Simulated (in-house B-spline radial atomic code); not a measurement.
A fraction x of an electron is moved 4p → 5s in Zr⁺, starting from [Kr] 4d2 5s1 and keeping the highest spin. Level of theory: scalar-relativistic (X2C) PBEsol, spin-polarised, spherical fractional occupations, Fermi nucleus of rms radius 4.2694 fm; calculated with a radial B-spline atomic code at the basis-set limit.

| x | E(x) - E(0) (eV) | 4p down level (eV) | 5s down level (eV) |
| --- | --- | --- | --- |
| 0 | 0.0000 | -38.283 | - |
| 0.125 | 3.7067 | -38.807 | -9.058 |
| 0.25 | 7.4419 | -39.332 | -9.323 |
| 0.375 | 11.2081 | -39.854 | -9.604 |
| 0.5 | ? | ? | ? |
| 0.625 | 18.8301 | -40.889 | -10.161 |
| 0.75 | 22.6864 | -41.401 | -10.427 |
| 0.875 | ? | ? | ? |
| 1 | 30.4930 | -42.415 | -10.933 |

Q: What belongs in the row x = 0.5?

A: An energy change of 15.0042 eV; 4p down at -40.373 eV, 5s down at -9.885 eV.

Q: What belongs in the row x = 0.875?

A: An energy change of 26.5738 eV; 4p down at -41.910 eV, 5s down at -10.684 eV.

Q: Check Janak's theorem between x = 0.125 and 0.25.

A: The slope of the energy is 29.88 eV; the orbital levels give 29.88 eV (ε of the receiving orbital less ε of the emptying one, averaged over the two points).
